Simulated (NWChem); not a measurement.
System: BH3SO2; SMILES OB(O)S

The following NWChem deck was run.

```
start job
memory heap 200 mb stack 900 mb global 1100 mb
geometry units angstroms noautoz
  B     -0.007944     0.447154     0.000000
  O     -1.199953     1.104111     0.000000
  H     -1.143043     2.063492     0.000000
  O      1.222238     1.035544     0.000000
  H      1.214932     1.997422     0.000000
  S     -0.101451    -1.373990     0.000000
  H      1.236091    -1.548568     0.000000
end
basis spherical
  * library def2-svpd
end
dft
  xc b3lyp
  iterations 150
end
tddft
  cis
  nroots 6
  notriplet
end
task tddft energy
```

Structure relaxed at the PBE0/def2-SVP level.

Vertical excitations in the gas phase.

Task: What results follow from this input? (B3LYP/def2-SVPD, TDA.) Quantities: lowest excitation, singlet (eV); oscillator strength of that lowest state; lowest state with f > 0.02, singlet (eV); oscillator strength of that bright state; orbital gap (eV).

Result: 
```yaml
lowest excitation, singlet (eV): 5.51
oscillator_strength_of_that_lowest_state: 0.006
lowest state with f > 0.02, singlet (eV): 7.14
oscillator_strength_of_that_bright_state: 0.049
orbital gap (eV): 6.29
```
